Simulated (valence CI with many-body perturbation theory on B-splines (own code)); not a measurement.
# Se XXX in brief

Level of theory: relativistic CI+MBPT: three valence electrons over a frozen Dirac-Fock core [He], radial functions for each j: 9 s, 9 p, 8 d, 6 f, 3 g, 1 h, with the one-electron correlation potential Σ1, the two-electron term Σ2, the three-electron term Σ3, Breit, model QED; selected CI, second order for the rest, scaled by the run's own slope (own B-spline code, finite nucleus).

The last digits are not significant, and no measured levels were compared; by estimate large intervals hold to a few tenths of a per cent, small ones and those within an open d or f shell to about a per cent.

Rates and lifetimes use the calculated energies. Strong lines usually hold to 10 to 20 %, long lifetimes can be off by a factor of two.

(1) What is the ground level?

(2) What is the ionisation energy?

(3) Among levels below 2045.1 eV, which E1 lines absorb most strongly from the ground level?

(4) Where does the other parity begin?

(5) How is the term 2P° of the ground level split?

(6) How well does LS coupling describe the low levels?

(7) Name the longest-lived excited levels whose lifetime is computed, and their main decay.

Results:

(1) 2s2 2p 2P°_1/2, composition 99 % 2s2 2p 2P°, g = 0.657.

(2) 3302.8 eV; NIST lists 3301.8 ± 2.1 eV (semi-empirical).

(3) to 2s2 3d 2D_3/2 at 0.6459 nm, f = 0.692; to 2s 2p 3p 2D_3/2 at 0.6305 nm, f = 0.228; to 2s 2p 3p 2P_1/2 at 0.6322 nm, f = 0.118.

(4) At 2s 2p2 4P_1/2, 78.7 eV.

(5) J = 1/2 at 0.0, J = 3/2 at 47.6 eV.

(6) Among the lowest 20 levels the leading LS term, summed over configurations, holds 85 % on average. For single configurations the figures are 84 % in LS and 91 % in jj coupling. Terms mix most in the J = 3/2 level at 250.6 eV, where the leading one holds 57 %.

(7) 2s2 2p 2P°_3/2 at 47.6 eV lives 1.98 μs, mostly by M1 to 2s2 2p 2P°_1/2; 2s 2p2 4P_3/2 at 107.5 eV lives 13.6 ns, mostly by E1 to 2s2 2p 2P°_3/2; 2s 2p2 4P_5/2 at 122.8 eV lives 1.53 ns, mostly by E1 to 2s2 2p 2P°_3/2.
